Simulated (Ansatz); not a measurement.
Reaction (SMILES): C[SiH2]B(O)O -> C[SiH]B(O)O + H atom (the H-Si bond at the site shown breaks; other sites are not compared here)
Each molecule is optimised on its own at B3LYP-D3(BJ)/def2-TZVP (Ansatz, an electronic-structure program), one conformer each, not searched for the lowest.

Property: bond dissociation energy (electronic energy difference), in eV. Cores are frozen in the correlated levels unless marked. UHF or UKS for open shells. Spin-orbit coupling is left out. No relativistic terms. Basis-set limits of correlation are two-point, X^-3; Hartree-Fock from the larger set.

```json
[
 {"level": "HF/STO-3G", "program": "Ansatz", "bond dissociation energy (eV)": "4.59", "minus last row": "0.55"},
 {"level": "r2SCAN/def2-TZVPD", "program": "Ansatz", "bond dissociation energy (eV)": "3.79", "minus last row": "-0.25"},
 {"level": "BHLYP-D3(BJ)/def2-TZVPD", "program": "Ansatz + dftd3", "bond dissociation energy (eV)": "3.98", "minus last row": "-0.06"},
 {"level": "r2SCANh/def2-TZVPD", "program": "Ansatz", "bond dissociation energy (eV)": "3.80", "minus last row": "-0.24"},
 {"level": "CAM-B3LYP/def2-TZVPD", "program": "Ansatz", "bond dissociation energy (eV)": "3.98", "minus last row": "-0.06"},
 {"level": "B2PLYP/def2-TZVPD", "program": "Ansatz", "bond dissociation energy (eV)": "3.92", "minus last row": "-0.12"},
 {"level": "CCSD/6-31G*", "program": "Ansatz", "bond dissociation energy (eV)": "3.59", "minus last row": "-0.45"},
 {"level": "CCSD/cc-pV(Q+d)Z", "program": "Ansatz", "bond dissociation energy (eV)": "4.01", "minus last row": "-0.03"},
 {"level": "CCSD(T)/cc-pwCVTZ", "program": "Ansatz", "bond dissociation energy (eV)": "3.98", "minus last row": "-0.06"},
 {"level": "CCSD(T)/CBS(cc-pV(T+d)Z,cc-pV(Q+d)Z)", "program": "Ansatz", "bond dissociation energy (eV)": "4.04", "minus last row": "0.00"}
]
```
